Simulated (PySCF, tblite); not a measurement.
C5H8ClFSi.
Structure used (GFN2-xTB), in Å, numbered top down from 1:
```xyz
16
C5H8ClFSi angstrom
C     -2.469   -0.216    0.495
C     -1.304   -0.091   -0.107
C     -0.509    1.163   -0.409
Si     1.074    0.113   -0.659
C      2.211    0.066    0.868
Cl     3.216    1.544    0.859
C     -0.361   -1.186   -0.552
F     -0.258   -2.240    0.340
H     -2.897   -1.184    0.693
H     -3.033    0.643    0.819
H     -0.872    1.661   -1.307
H     -0.536    1.893    0.397
H      1.838    0.192   -1.901
H      1.662    0.063    1.807
H      2.895   -0.779    0.866
H     -0.665   -1.633   -1.503
```

Computed, not measured: B3LYP/def2-SVPD in PySCF (dipole) on a GFN2-xTB geometry, gas phase.

Take the most abundant isotopes and a rigid rotor. The values belong to one conformer with, in the numbering `[CH2:1]=[C:2]1[CH2:3][Si@@H:4]([CH2:5][Cl:6])[C@H:7]1[F:8]`, C3–Si4–C5–Cl6 -83°, C1–C2–C3–Si4 162°, C2–C3–Si4–C5 -98°, C3–Si4–C7–F8 -128°, C1–C2–C7–Si4 -162°.

Q: Give the principal moments of inertia and the rotational constants in MHz.

A: Ia = 188.80, Ib = 668.19, Ic = 745.49 u·Å²; 505379 MHz·u·Å²/I gives A = 2677, B = 756.3, C = 677.9 MHz.

Q: What kind of rotor is it?

A: A near-prolate asymmetric top; Ray's κ = -0.922.

Q: Is it planar, by Δ = Ic − Ia − Ib?

A: Not planar: Δ = Ic − Ia − Ib = -111.50 u·Å². For a rigid frame Δ = −2 Σ m c², so Σ m c² = 55.75 u·Å² lies off the ab plane: 13.75 from hydrogen and 42.00 from heavier atoms. The atom farthest from that plane is 2.20 Å away.

Q: Give the other two planar moments, Paa and Pbb, and the rms extents of the mass along the axes.

A: Paa = Σ m a² = (Ib + Ic − Ia)/2 = 612.44 and Pbb = Σ m b² = (Ia + Ic − Ib)/2 = 133.05 u·Å². With the mass M = 150.01 u, the rms extents √(P/M) along a, b and c are 2.02, 0.94, 0.61 Å.

Q: Predict some low-J microwave lines.

A: The dipole components are |μa| = 0.70 D, |μb| = 0.69 D, |μc| = 0.79 D. The squared components, which scale the intensities, stand as 0.80 : 0.76 : 1.00 (a : b : c). Some lines, for components of 0.1 D or more:

```csv
type,branch,"J(Ka,Kc)",MHz,lower level (cm⁻¹)
b,R,"2(0,2) ← 1(1,1)",946,0.112
a,R,"1(0,1) ← 0(0,0)",1434,0.000
c,Q,"2(1,2) ← 2(0,2)",1844,0.143
c,Q,"1(1,1) ← 1(0,1)",1920,0.048
b,Q,"1(1,0) ← 1(0,1)",1999,0.048
b,Q,"2(1,1) ← 2(0,2)",2080,0.143
a,R,"2(1,2) ← 1(1,1)",2790,0.112
a,R,"2(0,2) ← 1(0,1)",2866,0.048
a,R,"2(1,1) ← 1(1,0)",2947,0.115
b,R,"1(1,1) ← 0(0,0)",3355,0.000
c,R,"1(1,0) ← 0(0,0)",3433,0.000
b,R,"2(1,2) ← 1(0,1)",4711,0.048
c,R,"2(1,1) ← 1(0,1)",4946,0.048
c,Q,"2(2,1) ← 2(1,1)",5761,0.213
b,Q,"2(2,0) ← 2(1,1)",5764,0.213
b,Q,"2(2,1) ← 2(1,2)",5997,0.205
b,R,"2(2,1) ← 1(1,0)",8708,0.115
c,R,"2(2,0) ← 1(1,0)",8711,0.115
c,R,"2(2,1) ← 1(1,1)",8787,0.112
b,R,"2(2,0) ← 1(1,1)",8789,0.112
```

Q: Estimate the classical rotational partition function at 50 K, 200 K and 500 K.

A: Point group C1, symmetry number σ = 1; q = (√π/σ)·√((kT/h)³/(ABC)), k/h = 20836.6 MHz/K: 50900 at 50 K, 407000 at 200 K, 1610000 at 500 K.

Its GFN2-xTB frequencies are all real (lowest 32 cm⁻¹). Constants of a rigid frame at the computed geometry: no zero-point averaging, no centrifugal distortion. Quadrupole hyperfine structure (35Cl) is left out.

Time: 3.1 min wall, 2.0 min CPU; peak memory 0.95 GiB. Hardware: one thread, Intel Xeon at 2.50 GHz (x86_64) (shared host). This is the B3LYP/def2-SVPD job that gave the dipole, with the excitations it also computed.
